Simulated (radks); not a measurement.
The numbers below are computed, except where a source is named.
Valence configurations of I+ (all share [Kr]). Code: a radial shooting solver on a logarithmic mesh with Libxc functionals. Model: scalar-relativistic Kohn-Sham, PBE, spin-polarised, spherical densities, point nucleus; open shells are filled with parallel spins first (spin-orbit coupling, left out, can overturn this in heavy ions). Energies are relative to 4d10 5s2 5p4; eigenvalues in eV for spin up.

valence           E (eV)  moment (Bohr magnetons)    e(4d)    e(5p)    e(5s)
4d10 5s2 5p4       0.000                        2  -59.846  -15.972  -26.852
4d9 5s2 5p5       47.361                        2  -67.114  -17.166  -28.838
4d10 5s1.5 5p4.5   5.475                        2  -60.551  -16.274  -27.273
4d8 5s2 5p6       99.244                        2  -74.351  -18.304  -30.726
4d10 5s0.5 5p5.5  17.076                        1  -61.867  -16.564  -27.730
4d10 5p6          22.849                        0  -62.434  -16.506        -
4d10 5s1 5p5      10.965                        2  -61.252  -16.573  -27.690
4d9 5s1 5p6       58.971                        2  -68.445  -17.735  -29.623

NIST lists [Kr] 4d10 5s2 5p4 as the ground configuration; this level of theory agrees among the configurations tried. The energies are those of spherical high-spin densities, not of single terms.
